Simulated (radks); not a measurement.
Spherical quantum dot in the effective-mass picture: electrons in a well V = -V0 / (1 + exp((r - R)/a)) with V0 = 11.3, R = 4.01, a = 0.21, all in effective atomic units (hartree* = m*/eps^2 hartree, bohr* = eps/m* bohr), one dielectric constant everywhere. Calculated with a radial shooting solver with Libxc functionals: non-relativistic Kohn-Sham, LDA (Slater exchange, Perdew-Wang correlation), spin-polarised, spherical densities. Levels are named by radial order and angular momentum (1s, 1p, 1d, 2s, ...), and open shells are averaged over m.

N = 26, configuration 1s2 1p6 1d10 1f(up 7, down 1). This is the lowest configuration that the search found. Occupied and some empty levels:

level,occupation,eigenvalue (hartree*),<r> (bohr*)
1s up,1,-2.7574,2.729
1s down,1,-2.7028,2.712
1p up,3,-2.5983,2.832
1p down,3,-2.5406,2.823
1d up,5,-2.3219,2.925
1d down,5,-2.2620,2.921
1f up,7,-1.9443,3.007
1f down,1,-1.8832,3.006
2s up,0,-1.6318,1.861
2s down,0,-1.6106,1.859
1g up,0,-1.4756,3.080
1g down,0,-1.4139,3.080
2p up,0,-1.1291,2.198
2p down,0,-1.1001,2.193
2d up,0,-0.53919,2.421
2d down,0,-0.50428,2.416

Energy (hartree*): total -162.941, kinetic 23.745, external -282.66, Hartree 107.08, exchange-correlation -11.098.

Electron density:

r (bohr*),n(r) (e/bohr*^3)
0.118,0.003884
0.565,0.005990
1.01,0.01329
1.46,0.03252
1.90,0.07350
2.35,0.1367
2.80,0.1837
3.24,0.1413
3.69,0.04097
4.13,0.003007
4.58,0.00009112
5.03,2.428e-06
5.47,7.048e-08
5.92,2.268e-09
